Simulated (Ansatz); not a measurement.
Start from `[CH3][AlH]/[CH]=C/I` and change one atom or group to get `[SiH3]/C=C/I`.

Ansatz, PBE0-D4/def2-TZVP geometries, multiplicity 1. Each molecule was computed in one conformer, which needn't be the lowest.

Elements past krypton have def2 core potentials.

```csv
property,`[CH3][AlH]/[CH]=C/I`
size of the dipole moment (PBE/def2-TZVPP) / D,1.66
size of the dipole moment (ωB97M-V/def2-TZVPP) / D,1.77
size of the dipole moment (B3LYP/def2-TZVPP) / D,1.69
HOMO energy (PBE0/def2-TZVPP) / eV,-7.10
HOMO energy (PBE/def2-TZVPP) / eV,-6.07
HOMO energy (B3LYP/def2-TZVPP) / eV,-6.87
```

Question: What does the change do to each property? (An estimate is asked.)

Answer: Ansatz gave: 
```json
{"property": "size of the dipole moment (PBE/def2-TZVPP) / D", "`[SiH3]/C=C/I`": "0.67", "shift": "-0.99"}
{"property": "size of the dipole moment (ωB97M-V/def2-TZVPP) / D", "`[SiH3]/C=C/I`": "0.76", "shift": "-1.01"}
{"property": "size of the dipole moment (B3LYP/def2-TZVPP) / D", "`[SiH3]/C=C/I`": "0.74", "shift": "-0.95"}
{"property": "HOMO energy (PBE0/def2-TZVPP) / eV", "`[SiH3]/C=C/I`": "-7.19", "shift": "-0.09"}
{"property": "HOMO energy (PBE/def2-TZVPP) / eV", "`[SiH3]/C=C/I`": "-6.14", "shift": "-0.07"}
{"property": "HOMO energy (B3LYP/def2-TZVPP) / eV", "`[SiH3]/C=C/I`": "-6.96", "shift": "-0.09"}
```

With PBE0 the HOMO falls by 0.09 eV and the LUMO rises by 0.68 eV, so the gap widens by about 0.77 eV. PBE moves the HOMO by -0.07 eV and ωB97M-V by -0.10 eV. Dipoles are sizes alone; their direction can turn.

B3LYP here is the variant with VWN-RPA as its local correlation; programs differ in this.

Spin–orbit coupling is left out; it splits and shifts lone-pair levels of the heavy atoms by tenths of an eV.
